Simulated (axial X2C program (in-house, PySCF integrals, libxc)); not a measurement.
# Which molecule has these constants?

Calculated with an in-house all-electron X2C program for linear molecules (integrals from PySCF), spin-free (one-electron X2C) or two-component (2c: spin–orbit coupling with atomic mean-field Coulomb and Gaunt terms, which also bring small scalar terms), in Dyall basis sets with cores contracted in-house; open shells are unrestricted.

A two-component PBE0 calculation in a Dyall 3-zeta basis gave Re = 3.269 Å, ωe = 90.8 cm⁻¹, Ω = 1/2.

**Question.** Which molecule is it?
A. Ca₂⁺
B. Ga₂⁺
C. As₂⁺
D. Se₂⁺
E. Br₂⁺

**Answer.** B. The others have Se₂⁺ 2.085 Å and 454.8 cm⁻¹ (Ω = 1/2); Ca₂⁺ 3.846 Å and 127.4 cm⁻¹ (Ω = 1/2); As₂⁺ 2.181 Å and 402.4 cm⁻¹ (Ω = 3/2); Br₂⁺ 2.191 Å and 382.4 cm⁻¹ (Ω = 3/2).

Each entry is the lowest single determinant of a limited PBE0 search at one distance. De goes to single-determinant-based atoms at the same level (for ions the charge split of lowest energy) and is withheld (n/a) where an atom does not fit its ground term or J level. Main or longest-lived isotopes. The functionals have no current term, which raises determinants with orbital currents.
